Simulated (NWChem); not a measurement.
Molecule: vinylidene fluoride (C2H2F2); SMILES FC(F)=C

Results from NWChem. Medium grid unless said otherwise, to which SCAN and Minnesota functionals are sensitive. Geometry: optimised at PBE0/def2-SVP. Total energies of different functionals are on different scales.

```csv
level,energy (Ha),highest occupied level (eV),orbital gap (eV),dipole (D)
"LDA (Slater exchange, VWN5)/def2-TZVPD",-275.2211,-6.65,5.70,1.10
PBE/def2-TZVPD,-276.9041,-6.44,5.76,1.02
BLYP/def2-TZVPD,-277.1478,-6.33,5.71,1.07
TPSS/def2-TZVPD,-277.2170,-6.48,5.98,1.08
r2SCAN/def2-TZVPD,-277.0622,-6.67,6.30,1.05
B3LYP/def2-TZVPD,-277.1929,…,…,1.19
PBE0/def2-TZVPD,-276.9061,-7.74,8.08,1.17
M06-2X/def2-TZVPD,-277.0865,-9.07,9.47,1.29
CAM-B3LYP/def2-TZVPD,-277.1044,-9.17,9.99,1.25
Hartree-Fock/def2-TZVPD,-275.8640,-10.63,12.47,1.40
```

Problem. What belongs in the gaps?

Solution. 
- B3LYP/def2-TZVPD, highest occupied level (eV): -7.54
- B3LYP/def2-TZVPD, orbital gap (eV): 7.56
